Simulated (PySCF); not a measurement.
Match the calculated data to a structure.

All candidates are C9H7F.

- Dipole: 1.04 D [CAM-B3LYP/def2-SVPD]
- UV, first state: lowest singlet excitation: 4.48 eV (277 nm, f = 0.540) [TDDFT CAM-B3LYP/def2-SVPD]
- Rotational structure: rotational constants A, B, C: 1.830, 1.169, 0.717 GHz [PBE0-D3(BJ)/def2-SVP]
- Polarisability: 115.8 au [CAM-B3LYP/def2-SVPD]

Gas-phase values; electronic properties from PySCF, density fitting. Levels stand in brackets. Geometry: PBE0-D3(BJ)/def2-SVP, one conformer, isolated molecule.

**Question.** Which candidate is it?
A. `C#C/C(F)=C(\C#C)C(=C)C`
B. `C#CC1=C[C@@H]2C=C[C@@]1(F)C2`
C. `CC#Cc1ccc(F)cc1`

**Answer.** A. It is `C#C/C(F)=C(\C#C)C(=C)C`. Numbering: `[CH:1]#[C:2]/[C:3]([F:4])=[C:5](\[C:6]#[CH:7])[C:8](=[CH2:9])[CH3:10]`. Its formula, C9H7F, gives 6 degrees of unsaturation: 0 rings and 6 π bonds in the structure found. S1 is mainly HOMO→LUMO (weight 0.94); the largest Löwdin shares of the orbital it empties are 0.16 on the vinylic C–F carbon, 0.15 on the terminal =CH2 carbon, 0.14 on a fully substituted alkene carbon and 0.11 on a terminal alkyne carbon, of the orbital it fills 0.19 on the vinylic C–F carbon, 0.15 on a fully substituted alkene carbon, 0.14 on a terminal alkyne carbon and 0.12 on the terminal =CH2 carbon. By its constants the optimised geometry is an asymmetric top.

The others, at the same levels:
- `C#CC1=C[C@@H]2C=C[C@@]1(F)C2` fails: its computed lowest singlet excitation is 4.69 eV (264 nm, f = 0.066) (against 4.48 eV), static isotropic polarisability is 97.4 au (against 115.8 au) and rotational constant A is 2.412 GHz (against 1.830 GHz).
- `CC#Cc1ccc(F)cc1` fails: its computed lowest singlet excitation is 5.04 eV (246 nm, f = 0.012) (against 4.48 eV), static isotropic polarisability is 110.3 au (against 115.8 au) and rotational constant A is 5.482 GHz (against 1.830 GHz).

Each candidate is one conformer, not necessarily the lowest. The conformers computed, where there is a choice (atom-mapped SMILES and torsion angles):
- `[CH:1]#[C:2]/[C:3]([F:4])=[C:5](\[C:6]#[CH:7])[C:8](=[CH2:9])[CH3:10]`: C3–C5–C8–C9 -176°

The conformers of `C#CC1=C[C@@H]2C=C[C@@]1(F)C2` aren't listed.
